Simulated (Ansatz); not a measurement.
One change: `CC(=N)F` becomes `N=C(F)BS`.

Ansatz, PBE0-D4/def2-TZVP geometries, multiplicity 1. Each molecule was computed in one conformer, which needn't be the lowest.

```
                             property  `CC(=N)F`
 HOMO–LUMO gap (PBE0/def2-TZVPP) / eV       8.65
   HOMO energy (PBE0/def2-TZVPP) / eV      -8.42
HOMO energy (ωB97M-V/def2-TZVPP) / eV     -10.86
  HOMO–LUMO gap (PBE/def2-TZVPP) / eV       5.90
    LUMO energy (PBE/def2-TZVPP) / eV      -0.91
   LUMO energy (PBE0/def2-TZVPP) / eV       0.22
```

Q: Give the same properties after the change, and the shifts. (An estimate is asked.)

A: The calculation gave: 
```tsv
property	`N=C(F)BS`	shift
HOMO–LUMO gap (PBE0/def2-TZVPP) / eV	6.06	-2.59
HOMO energy (PBE0/def2-TZVPP) / eV	-8.48	-0.06
HOMO energy (ωB97M-V/def2-TZVPP) / eV	-10.64	0.22
HOMO–LUMO gap (PBE/def2-TZVPP) / eV	4.01	-1.89
LUMO energy (PBE/def2-TZVPP) / eV	-3.31	-2.40
LUMO energy (PBE0/def2-TZVPP) / eV	-2.42	-2.64
```

With PBE0 the HOMO falls by 0.06 eV and the LUMO falls by 2.64 eV, so the gap narrows by about 2.58 eV. PBE moves the HOMO by -0.51 eV and ωB97M-V by 0.22 eV.
